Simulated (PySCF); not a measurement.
# W⁶⁸⁺: ionisation energy

W⁶⁸⁺ [He] 2s2 2p2 (3P) → W⁶⁹⁺ [He] 2s2 2p1 (2P), as a difference of total energies. Computed with PySCF 2.14 in an even-tempered Gaussian basis (18 s from 47 bohr⁻², ratio 2.2; 13 p from 61 bohr⁻², ratio 2.2; 5 d from 230 bohr⁻², ratio 2.4; 5 f from 340 bohr⁻², ratio 2.4; 4 g from 510 bohr⁻², ratio 2.4), with the spin-free X2C one-electron Hamiltonian (Gaussian nucleus). Correlated levels: nothing frozen; virtual orbitals above 40 to 60 times the deepest correlated orbital energy dropped. The calculations carry no spin-orbit coupling.

```
                 method  ionisation energy (eV)  difference from reference (eV)
                    UHF                 17484.0                          -992.0
                    LDA                 17475.4                         -1000.6
                    PBE                 17481.4                          -994.6
                   PBE0                 17482.3                          -993.7
                 r2SCAN                 17488.0                          -988.0
                 PBEsol                 17477.7                          -998.3
                  B3LYP                 17483.5                          -992.5
    MP2 (all electrons)                 17484.1                          -991.9
SCS-MP2 (all electrons)                 17483.7                          -992.3
```

Reference: 18476 ± 4 eV (semi-empirical (NIST evaluation); NIST Atomic Spectra Database, ionization energies).

Spin-orbit coupling is strong in these open shells (close to jj coupling). The scalar numbers leave it out and a first-order estimate fails, so it can dominate the gap to the real levels.

For this ion Breit and QED terms and the two-electron picture change, all absent here, outweigh the differences among the correlated methods.
